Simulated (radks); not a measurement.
Values are calculated unless marked as measured or tabulated.
Numerical settings for the chlorine ion Cl+, [Ne] 3s2 3p4. Level of theory: scalar-relativistic Kohn-Sham, PBE, spin-polarised, spherical densities, finite nucleus; open shells are filled with parallel spins first; Fermi nuclear charge, rms radius 3.3654 fm (a radial shooting solver on a logarithmic mesh with Libxc functionals). The defaults (mesh step 0.008 in ln r, mesh end at 40 bohr or more with all orbitals vanishing there, Anderson mixing 0.5 over 9 steps, residual threshold near 1e-9 with the energy settled to 1e-9 hartree or 1e-11 of itself, here a cap of 80 iterations) give E = -460.9614 hartree and 3p at -18.185 eV in 16 iterations. Times are rough (one thread of a shared host). Changes against that run (0 stands for a change within the tolerance of the run):

setting,iterations,converged,E (mhartree),e(3p) (meV),CPU (s)
mesh step in ln r 0.12,80,no,-2.28e+06,-,0.24
mesh step in ln r 0.08,80,no,-1.21e+03,-1.54e+04,0.18
mesh step in ln r 0.2,80,no,-2.48e+06,-,0.16
mesh end (bohr) 2,16,level above zero,+5.1e+03,+4.32e+04,0.09
mesh end (bohr) 8,16,yes,+0.0142,+1.13,0.11
residual threshold 0.01,8,yes,0,-0.234,0.07
residual threshold 0.001,8,yes,0,-0.234,0.07
mixing 2.5,27,yes,0,0,0.19
"linear mixing, mixing 0.8",80,no,-6.88e+04,-2.68e+05,0.64
"linear mixing, mixing 0.2",80,no,0,0,0.47
mixing history 3,22,yes,0,0,0.14
iteration cap 2,2,no,+124,-1.02e+04,0.02

Settled on a wrong energy, with an occupied level pushed above zero by the early mesh end: mesh end (bohr) 2 (+5.1 hartree). Apart from these: no run marked as converged misses the energy by more than 1 mhartree. A mesh that ends early acts as a hard wall.
